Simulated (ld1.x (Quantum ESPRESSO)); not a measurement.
## cerium (Ce), TM: configuration errors across variants

```
Element                 : Ce (Z = 58)
Generator               : ld1.x (Quantum ESPRESSO) 7.5
Type                    : norm-conserving Troullier–Martins (Kleinman–Bylander form)
Functional              : PBE
Relativity              : non-relativistic
Frozen core             : [Xe]
Valence charge          : 4
Reference configuration : 4f1 5d1 6s1.5 6p0 (charge +0.5)
Partial waves           : 6s (bound): rc 3.60 bohr; 6p (bound, empty): rc 3.70 bohr; 4f (bound): rc 1.70 bohr; 5d (bound): rc 3.05 bohr
Local potential         : the d channel
Core correction         : none
```

All-electron excitation energies from the reference (eV): (1) 4f1 5d1 6s2 6p0 -2.307; (2) 4f1 5d1 6s1 6p0 3.446; (3) 4f1 5d1 6s0 6p0 14.001; (4) 4f1 5d1 6s0 6p2 1.993; (5) 4f2 5d0 6s1 6p0 0.250.

Tests that are not counted but printed errors over 1 eV. “base”: 4f0 5d1 6s2 6p0 (solver errors, printed error -5.2 eV); 4f0 5d2 6s2 6p0 (solver errors, printed error -7.9 eV). “local potential all-electron potential smoothed inside 2.60 bohr (lloc = -1)”: 4f0 5d1 6s2 6p0 (solver errors, printed error -48.2 eV); 4f0 5d2 6s2 6p0 (solver errors, printed error -68.5 eV). “all radii scaled by about 1.37 (s 4.92, p 5.06, d 4.16, f 2.32 bohr)”: 4f0 5d1 6s2 6p0 (solver errors, printed error -26.0 eV). “wave 4f (bound): rc 1.70 bohr becomes 4f (bound): rc 2.54 bohr”: 4f0 5d1 6s2 6p0 (solver errors, printed error -21.7 eV). “wave 6p (bound): rc 3.70 bohr becomes 6p (bound): rc 4.42 bohr”: 4f0 5d1 6s2 6p0 (solver errors, printed error -23.5 eV); 4f0 5d2 6s2 6p0 (solver errors, printed error -33.9 eV).

5 further variants failed, have other tests or another functional or relativity, and are left out.

A true bound ghost makes a file unfit for plane-wave use even where its test errors are small: the radial tests pick states by their node count and pass the ghost by. Where a test does run into it, the solver fails or the error is huge.

Errors AE − PS in meV (a dash: test not solved or not reliable):

```tsv
change	(1)	(2)	(3)	(4)	(5)	bound ghosts
base	0.0	+4.1	+210	+25	+21	s, p
local potential all-electron potential smoothed inside 2.60 bohr (lloc = -1)	+0.3	+4.4	+209	+27	+27	s, p
all radii scaled by about 1.37 (s 4.92, p 5.06, d 4.16, f 2.32 bohr)	-1.2	+1.8	+164	-2.8	+582	s
wave 4f (bound): rc 1.70 bohr becomes 4f (bound): rc 2.54 bohr	0.0	+4.0	+209	+25	+857	s, p
type TM semilocal	+0.2	+4.4	+210	+28	+62	none
wave 6p (bound): rc 3.70 bohr becomes 6p (bound): rc 4.42 bohr	0.0	+4.1	+210	+14	+21	s, p
```

Q: Give the same row for: wave 6s (bound): rc 3.60 bohr becomes 6s (bound): rc 3.78 bohr.

A: 0.0, +4.1, +211, +26, +21; bound ghosts: s, p. Not counted: 4f0 5d1 6s2 6p0 (solver errors, printed error -26.5 eV); 4f0 5d2 6s2 6p0 (solver errors, printed error -7.9 eV).
